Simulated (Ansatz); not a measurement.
`[CH3][GeH]([Cl])[I]` and `[CH3][GeH]([F])[Cl]` differ in one atom or group.

Ansatz, PBE0-D4/def2-TZVP geometries, multiplicity 1. 

Elements past krypton have def2 core potentials. Scalar relativity is left out up to krypton.

| property | `[CH3][GeH]([Cl])[I]` |
| --- | --- |
| HOMO–LUMO gap (PBE0/def2-TZVPP) / eV | 6.56 |
| size of the dipole moment (PBE/def2-TZVPP) / D | 2.36 |
| HOMO energy (PBE/def2-TZVPP) / eV | -6.57 |
| zero-point energy (PBE0-D4/def2-TZVP) / kJ/mol | 123.1 |
| LUMO energy (PBE/def2-TZVPP) / eV | -2.03 |
| size of the dipole moment (B3LYP/def2-TZVPP) / D | 2.43 |

(1) Give the same properties after the change, and the shifts. (Estimate.)

Results:

(1) Ansatz gave: 
```csv
property,`[CH3][GeH]([F])[Cl]`,shift
HOMO–LUMO gap (PBE0/def2-TZVPP) / eV,9.09,2.53
size of the dipole moment (PBE/def2-TZVPP) / D,2.81,0.45
HOMO energy (PBE/def2-TZVPP) / eV,-7.50,-0.93
zero-point energy (PBE0-D4/def2-TZVP) / kJ/mol,127.1,4.0
LUMO energy (PBE/def2-TZVPP) / eV,-0.82,1.21
size of the dipole moment (B3LYP/def2-TZVPP) / D,2.93,0.50
```

With PBE0 the HOMO falls by 1.17 eV and the LUMO rises by 1.35 eV, so the gap widens by about 2.52 eV. PBE moves the HOMO by -0.93 eV and ωB97M-V by -1.27 eV. Dipoles are sizes alone; their direction can turn.

B3LYP here is the variant with VWN-RPA as its local correlation; programs differ in this.

Spin–orbit coupling is left out; it splits and shifts lone-pair levels of the heavy atoms by tenths of an eV.
